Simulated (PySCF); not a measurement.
## CoOCl₂ + F₂ → CoOF₂ + Cl₂

Level: PBE0 in the def2-TZVP basis family, all electrons, no relativity, computed in PySCF with density fitting; open shells unrestricted.

```json
{"species": "CoOCl₂", "state and structure": "quartet, C2v, Co–Cl 2.079 Å (×2), Co–O 1.569 Å; Cl–Co–Cl 142.5°, Cl–Co–O 108.7° (×2)", "E (Eh)": "-2377.85310", "ZPE (kJ/mol)": "13.4", "H(298 K) − H(0) (kJ/mol)": "16.8", "S° (J/(mol K))": "334.9"}
{"species": "F₂", "state and structure": "singlet, D∞h, F–F 1.376 Å", "E (Eh)": "-199.40856", "ZPE (kJ/mol)": "6.6", "H(298 K) − H(0) (kJ/mol)": "8.7", "S° (J/(mol K))": "201.9"}
{"species": "CoOF₂", "state and structure": "quartet, C2v, Co–F 1.705 Å (×2), Co–O 1.567 Å; F–Co–F 146.7°, F–Co–O 106.6° (×2)", "E (Eh)": "-1657.27084", "ZPE (kJ/mol)": "18.2", "H(298 K) − H(0) (kJ/mol)": "14.9", "S° (J/(mol K))": "307.1"}
{"species": "Cl₂", "state and structure": "singlet, D∞h, Cl–Cl 1.982 Å", "E (Eh)": "-920.08940", "ZPE (kJ/mol)": "3.5", "H(298 K) − H(0) (kJ/mol)": "9.1", "S° (J/(mol K))": "222.5"}
```

Question: What is the electronic reaction energy?

Answer: At PBE0/def2-TZVP, ΔE = -258.8 kJ/mol from the differences of the total energies times 2625.5, downhill. Fluorination of this kind underlies dry etching and chamber cleaning.

Question: Add zero-point, thermal and entropy terms for 298.15 K and 1 bar.

Answer: ΔZPE = 1.7 and Δ[H(298) − H(0)] = -1.5 kJ/mol give ΔH° = -258.6 kJ/mol. ΔS° = -7.2 J/(mol K), so ΔG° = -258.6 − 298.15 × (-0.0072) = -256 kJ/mol.

Open d or f shells are single determinants, so the state found may not be the ground state. Only the bonding shown was studied: isomers, or loss of a ligand pair, can lie lower.
